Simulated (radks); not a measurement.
The numbers below are computed, except where a source is named.
Question: The mean radii <r> (bohr) of the occupied orbitals of an atom or ion are listed with their occupations. Code: a radial shooting solver on a logarithmic mesh with Libxc functionals. Model: non-relativistic Kohn-Sham, LDA (Slater exchange, Perdew-Wang correlation), spin-unpolarised, spherical densities, point nucleus.

orbital  occ.      <r>
1s          2  0.01824
2s          2  0.07664
2p          6  0.06471
3s          2   0.1904
3p          6   0.1808
3d         10   0.1573
4s          2   0.3791
4p          6   0.3752
4d          5   0.3630

Name the element and its charge.

Answer: Z = 83, bismuth, charge +42: Bi42+ in [Kr] 4d5. The 1s radius gives Z: for a bare nucleus <r> = 1.5/Z, 0.01807 bohr for Z = 83, and screening makes it slightly larger (0.01824 here). The occupations add up to 41, and the charge is Z minus that.
